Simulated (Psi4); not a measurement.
AgCl, singlet, geometry from GFN2-xTB (such geometries of metal compounds can be far from the true shape) (core potentials on Ag); B3LYP/def2-SVP, TDA in Psi4 1.11.

Psi4 was given this input:
```
memory 2 GB

molecule {
0 1
  Ag   -0.00000000   -0.00000000   -0.58725001
  Cl    0.00000000    0.00000000    1.62357355
symmetry c1
}

set basis def2-svp
set puream true
set save_jk true
set tdscf_states [5]
set tdscf_tda true
set d_convergence 1e-8

energy('td-b3lyp')
print_variables()
```

Output, abridged:

```
   => Loading Basis Set <=

    Name: DEF2-SVP
    Role: ORBITAL
    Keyword: BASIS

    !!!  WARNING: ECP capability is in beta. Please check occupations closely.  !!!

         ---------------------------------------------------------
                                   SCF
               by Justin Turney, Rob Parrish, Andy Simmonett
                          and Daniel G. A. Smith
                              RKS Reference
         ---------------------------------------------------------

  ==> Geometry <==

    Molecular point group: c1
    Full point group: C_inf_v

    Geometry (in Angstrom), charge = 0, multiplicity = 1:

       Center              X                  Y                   Z               Mass
    ------------   -----------------  -----------------  -----------------  -----------------
         AG           0.000000000000     0.000000000000    -0.544920096264   106.905091600000
         CL           0.000000000000     0.000000000000     1.665903463736    34.968852682000

  Running in c1 symmetry.

  Rotational constants: A = ************  B =      0.13089  C =      0.13089 [cm^-1]
  Rotational constants: A = ************  B =   3924.02622  C =   3924.02622 [MHz]
  Nuclear repulsion =   77.312474020500304

  Charge       = 0
  Multiplicity = 1
  Electrons    = 36
  Nalpha       = 18
  Nbeta        = 18

  ==> Algorithm <==

  SCF Algorithm Type is DF.
  DIIS enabled.
  MOM disabled.
  Fractional occupation disabled.
  Guess Type is SAD.
  Energy threshold   = 1.00e-06
  Density threshold  = 1.00e-08
  Integral threshold = 1.00e-12

  ==> Primary Basis <==

  Basis Set: DEF2-SVP
    Blend: DEF2-SVP
    Number of shells: 19
    Number of basis functions: 49
    Number of Cartesian functions: 55
    Spherical Harmonics?: true
    Max angular momentum: 3

  Core potential: DEF2-SVP
    Number of shells: 4
    Number of ECP primitives: 14
    Number of ECP core electrons: 28
    Max angular momentum: 3

  ==> DFT Potential <==

   => LibXC <=

    Version 7.1.2
    S. Lehtola, C. Steigemann, M. J. T. Oliveira, and M. A. L. Marques,  SoftwareX 7, 1–5 (2018) (10.1016/j.softx.2017.11.002)

   => Composite Functional: B3LYP <=

    B3LYP Hyb-GGA Exchange-Correlation Functional

    P. J. Stephens, F. J. Devlin, C. F. Chabalowski, and M. J. Frisch,  J. Phys. Chem. 98, 11623 (1994) (10.1021/j100096a001)

    Deriv               =              1
    GGA                 =           TRUE
    Meta                =          FALSE

[...]
  @DF-RKS Final Energy:  -607.10268664426394
    Total Energy =                       -607.1026866442640539
[...]
     2        A->A (1 A)       0.10505         2.85864        -606.99763       0.0120          0.0022         -0.0000          0.0000
     3        A->A (1 A)       0.13675         3.72121        -606.96593       0.0600          0.0018          0.0000         -0.0000
     4        A->A (1 A)       0.17947         4.88353        -606.92322       0.0000          0.0000          0.0000          0.0000
     5        A->A (1 A)       0.17947         4.88357        -606.92322       0.0000          0.0000          0.0000          0.0000

Contributing excitations
Only contributions with abs(coeff) > 1.00e-01 will be printed:

Excited State    1 (1 A):   0.10505 au   433.72 nm f = 0.0120
  Sums of squares: Xssq =  1.000000e+00
     17a  ->  19a    -0.364128 (13.259%)
     18a  ->  19a    -0.928365 (86.186%)

Excited State    2 (1 A):   0.10505 au   433.72 nm f = 0.0120
  Sums of squares: Xssq =  1.000000e+00
     17a  ->  19a    -0.928365 (86.186%)
     18a  ->  19a     0.364128 (13.259%)

Excited State    3 (1 A):   0.13675 au   333.18 nm f = 0.0600
  Sums of squares: Xssq =  1.000000e+00
     11a  ->  19a    -0.209368 ( 4.383%)
     16a  ->  19a     0.951482 (90.532%)
     17a  ->  20a    -0.151341 ( 2.290%)
     18a  ->  21a    -0.151341 ( 2.290%)

Excited State    4 (1 A):   0.17947 au   253.88 nm f = 0.0000
  Sums of squares: Xssq =  1.000000e+00
     15a  ->  19a     0.998195 (99.639%)

Excited State    5 (1 A):   0.17947 au   253.88 nm f = 0.0000
  Sums of squares: Xssq =  1.000000e+00
     14a  ->  19a    -0.998195 (99.639%)

******************************************************************************************
**********                               WARNING                                **********
**********       The names of excited state variables changed between 1.5       **********
**********     and 1.6. For a quick solution, remove the symmetry specifier     **********
**********   from the variable name. For full details, see 'Notes on Psivars'   **********
**********                        in the documentation.                         **********
******************************************************************************************

  Variable Map:
  ----------------------------------------------------------------------------
[...]
  Array Variable Map:
  ----------------------------------------------------------------------------
[...]
[...]
```
